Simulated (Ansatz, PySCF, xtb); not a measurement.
Energy difference 3 R1 + R2 → P1 + 4 P2, each structure at its B3LYP-D3(BJ)/def2-TZVP stationary point, reached from a drawn start (curvature not checked).
P1, H2O3Si (SMILES O=[Si](O)O) (charge 0, multiplicity 1):
```xyz
6

Si     0.000     0.268     0.000
O      0.000     1.783     0.000
O      1.274    -0.728     0.000
O     -1.274    -0.728     0.000
H      2.136    -0.298     0.000
H     -2.136    -0.298     0.000
```
P2, H2 (SMILES [H][H]) (charge 0, multiplicity 1):
```xyz
2

H      0.00000     0.00000     0.37199
H      0.00000     0.00000    -0.37199
```
R1: H2O (SMILES O), charge 0, multiplicity 1.
R2: SiH4 (SMILES [SiH4]), charge 0, multiplicity 1.

P less R. No zero-point or thermal terms. One arrangement of each flexible species, with no search for the lowest.

Programs: Ansatz (Gaussian orbitals); PySCF for the D3/D4 terms; xtb for the GFN methods. All values are computed, each at the level named.

Problem. One of these levels gives -30.3 kJ/mol for the reaction energy. Which one is it?
A) PBE-D4/def2-TZVPP
B) PBE0/def2-TZVPP
C) GFN2-xTB
D) HF/cc-pV(Q+d)Z

Solution. D, HF/cc-pV(Q+d)Z. The others give -105.0 (GFN2-xTB), -65.7 (PBE-D4/def2-TZVPP), -35.4 (PBE0/def2-TZVPP)

Ansatz is a first-principles code.
